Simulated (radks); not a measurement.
The numbers below are computed, except where a source is named.
These are the eigenvalues of the occupied orbitals of an atom or ion with whole-number occupations (hartree). Level of theory: Dirac Kohn-Sham, BLYP, spin-unpolarised, spherical densities, finite nucleus; Fermi nuclear charge, rms radius of each element as measured or else 0.836 A^(1/3) + 0.57 fm (a radial shooting solver on a logarithmic mesh with Libxc functionals).

1s1/2: -2793.772
2s1/2: -489.3582
2p1/2: -468.9719
2p3/2: -409.1449
3s1/2: -115.3327
3p1/2: -106.1655
3p3/2: -93.06681
3d3/2: -77.70229
3d5/2: -74.87116
4s1/2: -25.50815
4p1/2: -21.63488
4p3/2: -18.53526
4d3/2: -12.17290
4d5/2: -11.59753
5s1/2: -4.74627
5p1/2: -3.52346
4f5/2: -3.50467
4f7/2: -3.38992
5p3/2: -3.01630
5d3/2: -1.38274
5d5/2: -1.32960

Which element is it, and in what charge state? The configuration may be excited. Open shells, if any, are shared by 2j + 1.

Answer. Z = 77, iridium, charge +3: Ir3+ in [Xe] 4f14 5d6. The list shows which subshells hold electrons but not how many an open one holds; the 1s level, -2793.8 hartree, gives Z - s = 74.7 by -(Z - s)^2/2, which with screening and relativity narrows Z to a few neighbours, and the depths of the outer levels then fix element, charge and occupations together.
